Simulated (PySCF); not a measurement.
Two species compared at the same levels of theory.

First species: CH3F3Si.
Z-matrix (Å and degrees, GFN2-xTB geometry), rows numbered from 1:
```
F 
C   1  1.3485
F   2  1.3485  1  106.08
F   2  1.3486  1  106.05  3  -112.47
Si  2  1.9482  1  112.72  3   123.83
H   5  1.4581  2  104.59  1   -59.97
H   5  1.4580  2  104.36  1    60.13
H   5  1.4579  2  104.25  1  -180.00
```

Second species: C₅H₄FNO.
SMILES: `[H]/N=C\c1ccc(F)o1`

Levels: PBE0/def2-SVPD for dipole moment, HOMO energy, LUMO energy, HOMO–LUMO gap, static isotropic polarisability and electronic spatial extent ⟨r²⟩ about the centre of nuclear charge; TDDFT PBE0/def2-SVPD for lowest singlet excitation; TDA PBE0/def2-SVPD for lowest triplet excitation (Tamm–Dancoff); GFN2-xTB for rotational constant A and rotational constant C. Geometries: GFN2-xTB. All species are isolated and taken at one optimised geometry, non-relativistic unless stated. Electronic properties by PySCF.

Dipoles, sizes and rotational constants follow the conformer. The torsions of the flexible species, by atom-mapped SMILES:
- `[H]/[N:1]=[CH:2]\[c:3]1[cH:4][cH:5][c:6]([F:7])[o:8]1`: N1–C2–C3–C4 0°

Values for the first species:

- Dipole moment: 2.67 D
- HOMO energy: -9.67 eV
- LUMO energy: -0.17 eV
- HOMO–LUMO gap: 9.50 eV
- Lowest singlet excitation: 8.47 eV
- Lowest triplet excitation (Tamm–Dancoff): 7.53 eV
- Static isotropic polarisability: 43.4 au
- Electronic spatial extent ⟨r²⟩ about the centre of nuclear charge: 494 bohr²
- Rotational constant A: 5.362 GHz
- Rotational constant C: 2.892 GHz

(1) Estimate the same properties for the second species, and the change in each.

## Answers

(1) 
| property | first | second | second less first |
| --- | --- | --- | --- |
| dipole moment | 2.67 D | 2.72 D | +0.05 D |
| HOMO energy | -9.67 eV | -6.93 eV | +2.74 eV |
| LUMO energy | -0.17 eV | -1.58 eV | -1.41 eV |
| HOMO–LUMO gap | 9.50 eV | 5.35 eV | -4.15 eV |
| lowest singlet excitation | 8.47 eV | 4.54 eV | -3.93 eV |
| lowest triplet excitation (Tamm–Dancoff) | 7.53 eV | 3.01 eV | -4.52 eV |
| static isotropic polarisability | 43.4 au | 70.8 au | +27.4 au |
| electronic spatial extent ⟨r²⟩ about the centre of nuclear charge | 494 bohr² | 973 bohr² | +479 bohr² |
| rotational constant A | 5.362 GHz | 6.632 GHz | +1.270 GHz |
| rotational constant C | 2.892 GHz | 1.093 GHz | -1.799 GHz |

On the first: The polarisability is 6.43 Å³ as a volume (1 au = 0.148185 Å³), or 0.87 au for each of the 50 electrons. The principal polarisabilities are 41.7, 41.7 and 46.8 au; their mean is the isotropic value.

On the second: The vertical singlet–triplet gap S1 − T1 is 1.53 eV (TDDFT singlet less Tamm–Dancoff triplet; S1: HOMO−1→LUMO, weight 0.98; T1: HOMO→LUMO, weight 0.94). The principal polarisabilities are 41.2, 67.3 and 104.0 au; their mean is the isotropic value.
